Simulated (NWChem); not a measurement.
System: Hg

The following NWChem deck was run.

```
start job
memory heap 200 mb stack 900 mb global 1100 mb
geometry units angstroms noautoz
  Hg     0.000000     0.000000     0.000000
end
basis spherical
  Hg library def2-tzvp
end
ecp
  Hg library def2-ecp
end
dft
  xc rpbe cpbe96
  iterations 150
  mulliken
end
task dft energy
```

NWChem printed, in part:

```
             Northwest Computational Chemistry Package (NWChem) 7.3.0
             --------------------------------------------------------

                             Geometry "geometry" -> ""
                             -------------------------

 Output coordinates in angstroms (scale by  1.889725989 to convert to a.u.)

  No.       Tag          Charge          X              Y              Z
 ---- ---------------- ---------- -------------- -------------- --------------
    1 Hg                  80.0000     0.00000000     0.00000000     0.00000000

 Effective nuclear repulsion energy (a.u.)       0.0000000000

 Summary of "ao basis" -> "ao basis" (spherical)
 ------------------------------------------------------------------------------
       Tag                 Description            Shells   Functions and Types
 ---------------- ------------------------------  ------  ---------------------
 Hg                        def2-tzvp                15       43   6s5p3d1f

            General Information
            -------------------
          SCF calculation type: DFT
          Wavefunction type:  closed shell.
          No. of atoms     :     1
          No. of electrons :    20
           Alpha electrons :    10
            Beta electrons :    10
          Charge           :     0
          Spin multiplicity:     1
          Use of symmetry is: off; symmetry adaption is: off
          Maximum number of iterations: 150
          AO basis - number of functions:    43
                     number of shells:    15
          Convergence on energy requested:  1.00D-06
          Convergence on density requested:  1.00D-05
          Convergence on gradient requested:  5.00D-04

              XC Information
              --------------
                          RPBE Exchange Functional  1.000
            Perdew 1991 LDA Correlation Functional  1.000 local
           PerdewBurkeErnz. Correlation Functional  1.000 non-local

             Grid Information
             ----------------
          Grid used for XC integration:  medium
          Radial quadrature: Mura-Knowles
          Angular quadrature: Lebedev.
          Tag              B.-S. Rad. Rad. Pts. Rad. Cut. Ang. Pts.
          ---              ---------- --------- --------- ---------
          Hg                  1.50      123           8.0       590
          Grid pruning is: on
          Number of quadrature shells:   123
          Spatial weights used:  Erf1

      Superposition of Atomic Density Guess
      -------------------------------------

 Sum of atomic energies:        -174.14081739

      Non-variational initial energy
      ------------------------------

 Total energy =    -152.554327
 1-e energy   =    -270.137743
 2-e energy   =     117.583416
 HOMO         =      -0.326821
 LUMO         =       0.048796

     ---------------------------------------------
      Total Density - Mulliken Population Analysis
     ---------------------------------------------

    Atom       Charge   Shell Charges
 -----------   ------   -------------------------------------------------------
    1 Hg  20    20.00   0.03 -0.53  1.66  0.85  0.99  0.99  2.38  2.95  0.66  0.01 -0.00  6.63  2.82  0.55  0.00

   convergence    iter        energy       DeltaE   RMS-Dens  Diis-err
 ---------------- ----- ----------------- --------- --------- ---------
 d= 0,ls=0.0,diis     1   -153.6028734331 -1.54D+02  1.76D-02  2.06D-01
 d= 0,ls=0.0,diis     2   -153.6169716168 -1.41D-02  3.19D-03  7.59D-03
 d= 0,ls=0.0,diis     3   -153.6165537425  4.18D-04  2.06D-03  1.27D-02
 d= 0,ls=0.0,diis     4   -153.6175583802 -1.00D-03  4.04D-05  2.01D-07
 d= 0,ls=0.0,diis     5   -153.6175584157 -3.55D-08  7.31D-06  3.38D-08

         Total DFT energy =     -153.617558415713
      One electron energy =     -270.048366499884
           Coulomb energy =      130.437068365743
    Exchange-Corr. energy =      -14.006260281573
 Nuclear repulsion energy =        0.000000000000

 Numeric. integr. density =       20.000000000024

                       DFT Final Molecular Orbital Analysis
                       ------------------------------------

 Vector    8  Occ=2.000000D+00  E=-3.621532D-01
              MO Center= -2.8D-13,  2.3D-13, -5.2D-14, r^2= 7.5D-01
   Bfn.  Coefficient  Atom+Function         Bfn.  Coefficient  Atom+Function
  ----- ------------  ---------------      ----- ------------  ---------------
    22      0.516259  1 Hg d -2              24      0.435445  1 Hg d  0
    27      0.249679  1 Hg d -2              29      0.210595  1 Hg d  0
    25      0.123961  1 Hg d  1              32      0.097092  1 Hg d -2
    34      0.081893  1 Hg d  0              26      0.078517  1 Hg d  2
    30      0.059951  1 Hg d  1              31      0.037973  1 Hg d  2

 Vector    9  Occ=2.000000D+00  E=-3.621532D-01
              MO Center=  5.0D-15, -3.2D-15,  3.7D-15, r^2= 7.5D-01
   Bfn.  Coefficient  Atom+Function         Bfn.  Coefficient  Atom+Function
  ----- ------------  ---------------      ----- ------------  ---------------
    26     -0.478917  1 Hg d  2              25      0.451918  1 Hg d  1
    31     -0.231619  1 Hg d  2              30      0.218562  1 Hg d  1
    23     -0.174709  1 Hg d -1              24     -0.110664  1 Hg d  0
    36     -0.090069  1 Hg d  2              35      0.084991  1 Hg d  1
    28     -0.084495  1 Hg d -1              29     -0.053520  1 Hg d  0

 Vector   10  Occ=2.000000D+00  E=-2.446104D-01
              MO Center= -4.2D-15, -3.0D-14,  1.6D-14, r^2= 2.4D+00
   Bfn.  Coefficient  Atom+Function         Bfn.  Coefficient  Atom+Function
  ----- ------------  ---------------      ----- ------------  ---------------
     5      0.769775  1 Hg s                  3     -0.578590  1 Hg s
     6      0.442572  1 Hg s                  2      0.333214  1 Hg s
     4     -0.228223  1 Hg s                  1     -0.076585  1 Hg s

 Vector   11  Occ=0.000000D+00  E=-3.688979D-02
              MO Center=  7.2D-14, -1.2D-13,  7.5D-14, r^2= 6.6D+00
   Bfn.  Coefficient  Atom+Function         Bfn.  Coefficient  Atom+Function
  ----- ------------  ---------------      ----- ------------  ---------------
    20      0.502134  1 Hg py                21      0.415184  1 Hg pz
    17      0.289448  1 Hg py                18      0.239327  1 Hg pz
    19      0.198047  1 Hg px                11     -0.142878  1 Hg py
    12     -0.118137  1 Hg pz                16      0.114161  1 Hg px
    14      0.074846  1 Hg py                 8     -0.062152  1 Hg py

 Vector   12  Occ=0.000000D+00  E=-3.688979D-02
              MO Center=  1.0D-13, -2.1D-13,  1.1D-14, r^2= 6.6D+00
   Bfn.  Coefficient  Atom+Function         Bfn.  Coefficient  Atom+Function
  ----- ------------  ---------------      ----- ------------  ---------------
    20     -0.432303  1 Hg py                19      0.413227  1 Hg px
    21      0.325725  1 Hg pz                17     -0.249195  1 Hg py
    16      0.238199  1 Hg px                18      0.187759  1 Hg pz
    11      0.123009  1 Hg py                10     -0.117581  1 Hg px
    12     -0.092683  1 Hg pz                14     -0.064438  1 Hg py

 Vector   13  Occ=0.000000D+00  E=-3.688979D-02
              MO Center=  9.4D-15,  5.7D-15, -1.4D-14, r^2= 6.6D+00
   Bfn.  Coefficient  Atom+Function         Bfn.  Coefficient  Atom+Function
  ----- ------------  ---------------      ----- ------------  ---------------
    19      0.503746  1 Hg px                21     -0.430424  1 Hg pz
    16      0.290377  1 Hg px                18     -0.248112  1 Hg pz
    20      0.157208  1 Hg py                10     -0.143337  1 Hg px
    12      0.122474  1 Hg pz                17      0.090620  1 Hg py
    13      0.075087  1 Hg px                15     -0.064158  1 Hg pz

     ---------------------------------------------
      Total Density - Mulliken Population Analysis
     ---------------------------------------------

    Atom       Charge   Shell Charges
 -----------   ------   -------------------------------------------------------
    1 Hg  20    20.00   0.03 -0.55  1.79  0.76  1.20  0.78  2.43  2.99  0.58  0.01 -0.00  6.45  2.88  0.68  0.00

     -------------------------------------------
      Total Density - Lowdin Population Analysis
     -------------------------------------------

    Atom       Charge   Shell Charges
 -----------   ------   -------------------------------------------------------
    1 Hg  20    20.00   0.01  0.01  0.99  1.00  1.03  0.97  2.44  2.45  1.04  0.07  0.00  5.93  3.26  0.81  0.00
```

Level: RPBE/def2-TZVP with def2 effective core potentials on Hg. def2 effective core potentials on Hg; no spin-orbit coupling.
